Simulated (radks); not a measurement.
The numbers below are computed, except where a source is named.
Cs41+, configuration [Ne] 3s2 3p2.

Level of theory: Dirac Kohn-Sham, BLYP, spin-unpolarised, spherical densities, finite nucleus; open shells fill j = l - 1/2 first; Fermi nuclear charge, rms radius 4.8041 fm (a radial shooting solver on a logarithmic mesh with Libxc functionals).

Energy parts (hartree):
part                       energy
total                  -6279.2569
kinetic                 6773.7990
electron-nucleus      -13722.6807
Hartree                  779.0035
exchange-correlation    -109.3787

Orbitals (lengths in bohr, moments of r in powers of bohr; <r^-3> diverges for s and p1/2):
\begin{tabular}{lrrrrrr}
orbital & occ. & eigenvalue (hartree) & <r^-3> & <r> & <r^2> & small-component weight \\ \hline
1s1/2 & 2 & -1409.425 & - & 0.02610 & 0.0009242 & 4.12e-02 \\
2s1/2 & 2 & -296.4245 & - & 0.1101 & 0.01432 & 9.12e-03 \\
2p1/2 & 2 & -285.4520 & - & 0.09256 & 0.01051 & 9.10e-03 \\
2p3/2 & 4 & -272.1166 & 6103 & 0.09819 & 0.01169 & 8.63e-03 \\
3s1/2 & 2 & -117.2437 & - & 0.2676 & 0.08161 & 3.47e-03 \\
3p1/2 & 2 & -113.3072 & - & 0.2538 & 0.07447 & 3.41e-03 \\
3p3/2 & 0 & -109.9317 & 1589 & 0.2622 & 0.07934 & 3.30e-03 \\
3d3/2 & 0 & -104.3676 & 273.8 & 0.2272 & 0.05957 & 3.15e-03 \\
3d5/2 & 0 & -103.5571 & 252.0 & 0.2299 & 0.06085 & 3.12e-03 \\
4s1/2 & 0 & -62.39788 & - & 0.5054 & 0.2874 & 1.73e-03 \\
\end{tabular}

The highest occupied level is 3p1/2 at -3083.2 eV. The density falls to 0.001 e/bohr^3 at r = 0.74 bohr. Summed over all electrons, <r^2> = 0.4104 bohr^2, which gives a Langevin (diamagnetic) susceptibility term of -0.325 x 10^-6 cm^3/mol. The electron density at the nucleus is 2.977e+05 e/bohr^3.
